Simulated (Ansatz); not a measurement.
`[AlH2][SiH2][GeH3]` + H–F → `F[SiH2][AlH2]` + GeH₄ at 298.15 K and 1 bar (cleavage of the Si–Ge bond).

Computed with Ansatz on PBE0-D4/def2-TZVP structures; ΔE is electronic, products minus reactants. CCSD(T)/CBS is the MP2 limit (def2-TZVPP, def2-QZVPP) plus CCSD(T) − MP2 in def2-TZVPP, frozen cores. This one scheme is used for every species. For Ge outer-core shells are correlated without core-valence functions, which leaves a few kJ/mol of doubt a bond. Scalar relativity is left out up to krypton.

```tsv
species	CCSD(T)/CBS energy (Eh)	H − E (kJ/mol)	S (J/(mol·K))
`[AlH2][SiH2][GeH3]`	-2611.38547	163.0	373.1
H–F	-100.39570	33.5	173.6
`F[SiH2][AlH2]`	-633.31837	103.4	315.0
GeH₄	-2078.49493	88.5	217.3
```

H − E and S are ideal-gas, rigid-rotor, harmonic terms from PBE0-D4/def2-TZVP. 1 Eh = 2625.50 kJ/mol, R = 8.31446 J/(mol·K).

Task: By hand: ΔE, ΔH, ΔS and ΔG.

Result: ΔE = (-633.31837) + (-2078.49493) − (-2611.38547) − (-100.39570) = -0.03213 Eh = -84.4 kJ/mol. Δ(H − E) = 103.4 + 88.5 − 163.0 − 33.5 = -4.6, so ΔH = -89.0 kJ/mol. ΔS = 315.0 + 217.3 − 373.1 − 173.6 = -14.4 J/(mol·K). ΔG = -89.0 − 298.15 × (-14.4)/1000 = -84.7 kJ/mol.

Task: By hand: the equilibrium constant, and the temperature at which ΔG would vanish if ΔH and ΔS stayed fixed.

Result: log₁₀ K = −ΔG/(RT ln 10) = 14.8. ΔG = 0 at ΔH/ΔS = 6181 K, far beyond where these terms or the molecules hold.

The number of gas molecules stays the same, so ΔS is small and ΔH decides. A doubt of 5 kJ/mol in ΔE shifts log₁₀ K by 0.9 here. Modes under 60 cm⁻¹, often nearly free rotors, make the harmonic entropy too high. These are equilibria of isolated gas molecules and say nothing of rates. Largest T1 diagnostic: 0.012 (customary marks: 0.02 for closed shells, 0.045 for open ones).
